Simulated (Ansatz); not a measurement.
Reaction (cleavage of the Ge–B bond): `O[BH][GeH3]` + `OPO` → `O[P](O)[GeH3]` + `BO`

Computed with Ansatz on PBE0-D4/def2-TZVP structures; ΔE is electronic, products minus reactants. CCSD(T)/CBS is the MP2 limit (def2-TZVPP, def2-QZVPP) plus CCSD(T) − MP2 in def2-TZVPP, frozen cores. This one scheme is used for every species. DFT in def2-TZVPP. For Ge outer-core shells are correlated without core-valence functions, which leaves a few kJ/mol of doubt a bond. Scalar relativity is left out up to krypton. One conformer a species, not always the lowest.

```csv
level,ΔE (eV)
CAM-B3LYP-D4,-0.16
CCSD/CBS(def2),-0.11
```

Q: What does CCSD(T)/CBS give? (Estimate.)

A: Computed: -0.13 eV. The listed levels differ from it by -0.03, 0.02 eV.

Largest T1 diagnostic among the species: 0.014.

From BLYP to BHLYP (50 % exact exchange), in def2-TZVPP and without D4, ΔE moves by +0.05 eV. Leaving LDA and LC-ωPBE aside and taking each functional with its dispersion term where it has one, the values, not all of them listed here, spread over 0.11 eV, from BLYP-D4 to PBE-QIDH. The D4 term adds −0.05 eV with B3LYP and −0.03 eV with PBE0; it sums over pairs of atoms, weighted by their polarisabilities, and B3LYP, whose exchange is more repulsive, gets the larger term.

B3LYP here is the variant with VWN-RPA as its local correlation; programs differ in this.
